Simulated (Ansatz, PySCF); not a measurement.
Breaking the C2–H3 bond in CH4BeSe (SMILES [CH3][Be][SeH]) (multiplicity 1 held, fragments rigid). Energies count from the point at 1.094 Å.
Geometry at that point (charge 0, multiplicity 1):
```csv
atom,x (Å),y (Å),z (Å)
Be,0.8409,-0.7609,-0.2140
C,2.0634,-1.8575,-0.5382
H,1.6877,-2.8828,-0.6105
H,2.8397,-1.8492,0.2329
H,2.5574,-1.6324,-1.4895
Se,-0.6419,0.6072,0.1344
H,-1.0024,-0.0909,1.3817
```

Unrestricted levels (U-) break spin symmetry where that is lower. Active spaces are followed from a long bond inwards. Curves can end on different states.

Frozen-core correlation. Filled d and f shells under p-block atoms count as core. Rows in 3-21G, LANL2DZ carry no dispersion term and start afresh at each structure; the Pople sets are all-electron and without relativity. LANL2DZ brings its own core potentials from Na on.

Codes used: Ansatz (Gaussian basis) for Hartree–Fock, density functionals and correlated methods; PySCF for 3-21G rows, LANL2DZ rows. 

Other levels give for the energy at R = 3.502 Å: U-PBE/cc-pVTZ 461.3; U-B3LYP/cc-pVTZ 465.2; U-wB97X-V/cc-pVTZ 473.7; FIC-MRCISD+Q on CASSCF(2,2)/cc-pVTZ 463.5 kJ/mol.

Common cheap choices:

```
level            energy at R = 3.502 Å (kJ/mol)
---------------  ------------------------------
R-HF/3-21G                                805.7
U-HF/LANL2DZ                              365.9
R-B3LYP/LANL2DZ                           620.5
U-B3LYP/LANL2DZ                           470.5
```

Doubts at one or more of the structures used: a restricted determinant that unrestricted orbitals would lower (R-HF/3-21G); a spin-contaminated determinant (U-HF/LANL2DZ, U-B3LYP/LANL2DZ, U-PBE/cc-pVTZ, U-B3LYP/cc-pVTZ, U-wB97X-V/cc-pVTZ).

Ansatz is a first-principles code.
